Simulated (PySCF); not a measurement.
Run record: geometry optimisation, `Cl[SiH2]P[SiH2]Cl`.

Computed with PBE0-D3(BJ)/def2-SVP geometry optimisation, gas phase (PySCF 2.14.0). Start geometry: GFN2-xTB. The input is one job of a driver script: a line of settings, then coordinates in Å.

Input:
```
{"job": {"xc": "PBE0", "basis": "def2-SVP", "d3": "d3bj", "grid": 1, "kind": "geom"}, "charge": 0, "multiplicity": 1}
Cl     1.897234     2.122321     0.031825
Si     1.753584     0.125426    -0.114447
P     -0.116499    -0.355139    -1.250020
Si    -1.738649    -0.039948     0.262319
Cl    -2.052958     1.935470     0.425871
H      2.870898    -0.386488    -0.904813
H      1.800625    -0.433242     1.238820
H     -0.028697    -1.718181    -1.045350
H     -1.435725    -0.562924     1.596904
H     -2.940931    -0.682639    -0.263637
```

Output:
```
step   0  E = -1842.60066073  max force = 0.024511
step   1  E = -1842.60526671  max force = 0.010920
step   2  E = -1842.60611546  max force = 0.005550
step   3  E = -1842.60628246  max force = 0.000918
step   4  E = -1842.60629108  max force = 0.000274
optimisation converged
```

Energies in Eh; «max force» is the largest Cartesian gradient component in Eh/bohr.

Question: Give the first gradient maximum in eV/Å.

Answer: With 1 Eh/bohr = 51.422 eV/Å, 1.260 eV/Å.

In short: final energy -1842.60629 Eh after 4 steps; dipole 2.81 D.

Question: Give the final coordinates.

Answer: 0.110 Å rms from the input after alignment:
```
atom  x, y, z in Å
Cl1    1.6366    6.6787    2.4045
Si2    1.4795    4.6276    2.2311
P3    -0.3410    4.1877    0.9727
Si4   -1.8844    4.4743    2.5945
Cl5   -2.1868    6.5042    2.8135
H6     2.6784    4.1042    1.5187
H7     1.4114    4.0508    3.6051
H8    -0.2540    2.7746    1.2004
H9    -1.4722    3.9231    3.9178
H10   -3.1542    3.8349    2.1497
```

Question: Estimate the wall time. Hardware: Arm Neoverse N1, one thread, shared host. And the peak memory of the process?

Answer: About 39 s, with 0.59 GiB resident at the peak, the Python interpreter and its libraries included.
Labels such as C1 count atoms from 1, the log's own numbers from 0.
